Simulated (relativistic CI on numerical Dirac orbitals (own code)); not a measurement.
## Hyperfine structure of W VIII, mass number 183

Method of calculation: Dirac-Coulomb-Breit CI, KLI orbitals optimised for each configuration, model QED (radiative potential, 1s self-energy scaled to tabulated hydrogen-like ionisation energies), unscaled Slater integrals (own radial code, finite nucleus).

Configuration list (outside the closed core [Kr] 4d10): 4f13 5s2 5p6, 4f14 5s2 5p5, 4f13 5s2 5p5 5d, 4f14 5s 5p6, 4f12 5s2 5p6 5d, 4f13 5s 5p6 5d, 4f13 5s2 5p5 5f, 4f13 5s2 5p5 6s, 4f12 5s2 5p6 6s, 4f13 5s2 5p5 5g. Double excitations out of closed p, d and f shells are left out; levels of such configurations are missing from the list, as are those of other unlisted configurations, and high levels can miss mixing partners.

Nuclear spin I = 1/2, μ = 0.11739 μN (tables of Stone and Pyykkö). The electronic factors are computed for point nuclear moments, without core polarisation or the Bohr-Weisskopf and QED corrections.

```json
{"Level": "4f13 5s2 5p6 2F°_7/2", "E (cm⁻¹)": "0", "A (MHz)": "332.7"}
{"Level": "4f14 5s2 5p5 2P°_3/2", "E (cm⁻¹)": "10815", "A (MHz)": "1544"}
{"Level": "4f13 5s2 5p6 2F°_5/2", "E (cm⁻¹)": "17287", "A (MHz)": "623"}
{"Level": "4f14 5s2 5p5 2P°_1/2", "E (cm⁻¹)": "98934", "A (MHz)": "14520"}
{"Level": "4f13 5s2 5p5 5d 4D_7/2", "E (cm⁻¹)": "326185", "A (MHz)": "589.1"}
```

Levels with J = 0, under 50 % of one LS term, or S terms without an open s electron are left out. Small factors come from cancelling terms and can be off by tens of per cent or more.

At this charge configurations can still be misplaced by up to about 7 % of their energy. Levels and lines within the n = 5 or 6 shells can be off by up to 10 % or somewhat more, and those that change n by about 2 %, since core polarisation is missing. Levels that differ in their count of f electrons can be misplaced by several ten thousand cm⁻¹, since the correlation energy of f electrons is missing or only estimated; rates across such gaps can be off by orders of magnitude.

(1) Give the hyperfine levels of 4f13 5s2 5p6 2F°_7/2 relative to its centre of gravity.

Results:

(1) With K = F(F + 1) − I(I + 1) − J(J + 1), E = AK/2: F = 3: -748.5, F = 4: 582.2 MHz.

LS names give the leading component of a level, which can be under half, so a name can repeat, a term be missing and a line seem to break the LS rules.
